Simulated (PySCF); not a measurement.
## Nuclear quadrupole coupling in `C=CCN(C)NCC`

Species: C6H14N2.
Z-matrix (Å and degrees, GFN2-xTB geometry), rows numbered from 1:
```
C 
C   1  1.3206
C   2  1.4959  1  124.32
N   3  1.4599  2  112.17  1   128.01
C   4  1.4511  3  111.65  2   164.78
N   4  1.4129  3  113.91  2   -71.08
C   6  1.4506  4  113.40  3    91.96
C   7  1.5224  6  109.55  4   174.50
H   1  1.0787  2  121.84  3    -0.92
H   1  1.0767  2  122.04  3   178.93
H   2  1.0814  1  121.06  3  -179.09
H   3  1.1067  2  109.99  1     3.52
H   3  1.0949  2  108.29  1  -114.31
H   5  1.0999  4  112.96  3    55.15
H   5  1.0870  4  107.92  3   175.45
H   5  1.0887  4  108.93  3   -66.14
H   6  1.0238  4  111.76  3   -33.80
H   7  1.0929  6  106.48  4    55.28
H   7  1.1016  6  112.85  4   -63.13
H   8  1.0863  7  110.11  6   -55.81
H   8  1.0882  7  110.47  6    64.02
H   8  1.0866  7  110.12  6  -176.10
```

Field gradients from the PBE0/pcSseg-1 density (PySCF, non-relativistic), principal values in atomic units, ordered |Vxx| ≤ |Vyy| ≤ |Vzz|:

```json
{"atom": "N4", "Vxx": "0.4990", "Vyy": "0.9485", "Vzz": "-1.4474"}
{"atom": "N6", "Vxx": "0.4613", "Vyy": "0.9889", "Vzz": "-1.4503"}
```

**Question.** Find the asymmetry η = (Vxx − Vyy)/Vzz and the couplings χ = eQV/h (234.96 MHz × Q in barn × V in au), with Q(14N) = 0.02044 b.

**Answer.** 
```csv
atom,environment,nucleus,η,χzz (MHz),χxx (MHz),χyy (MHz)
N4,hydrazine nitrogen,14N,0.31,-6.95,2.40,4.56
N6,hydrazine nitrogen,14N,0.36,-6.97,2.22,4.75
```

**Question.** What is Vzz at N4 in SI units (1 au = 9.71736 × 10²¹ V/m²)?

**Answer.** -1.4474 au = -14.065 × 10²¹ V/m².

**Question.** What couplings would deuterons (Q(2H) = 0.00286 b) have in place of the hydrogens, at this geometry?

**Answer.** 
| atom | bonded to | bond length (Å) | Vzz (au) | η | χzz (kHz) |
| --- | --- | --- | --- | --- | --- |
| H9 | C1 | 1.079 | 0.3345 | 0.05 | 225 |
| H10 | C1 | 1.077 | 0.3385 | 0.05 | 227 |
| H11 | C2 | 1.081 | 0.3249 | 0.04 | 218 |
| H12 | C3 | 1.107 | 0.2748 | 0.05 | 185 |
| H13 | C3 | 1.095 | 0.2942 | 0.05 | 198 |
| H14 | C5 | 1.100 | 0.2888 | 0.07 | 194 |
| H15 | C5 | 1.087 | 0.3110 | 0.05 | 209 |
| H16 | C5 | 1.089 | 0.3096 | 0.05 | 208 |
| H17 | N6 | 1.024 | 0.3685 | 0.22 | 248 |
| H18 | C7 | 1.093 | 0.2983 | 0.04 | 200 |
| H19 | C7 | 1.102 | 0.2786 | 0.05 | 187 |
| H20 | C8 | 1.086 | 0.3169 | 0.01 | 213 |
| H21 | C8 | 1.088 | 0.3148 | 0.03 | 212 |
| H22 | C8 | 1.087 | 0.3184 | 0.02 | 214 |

Geometry: GFN2-xTB, one conformer, isolated molecule. GFN2-xTB bond lengths can be off by several hundredths of an ångström, more for odd bonds, and the gradients follow them. These gradients aren't converged with respect to the basis.
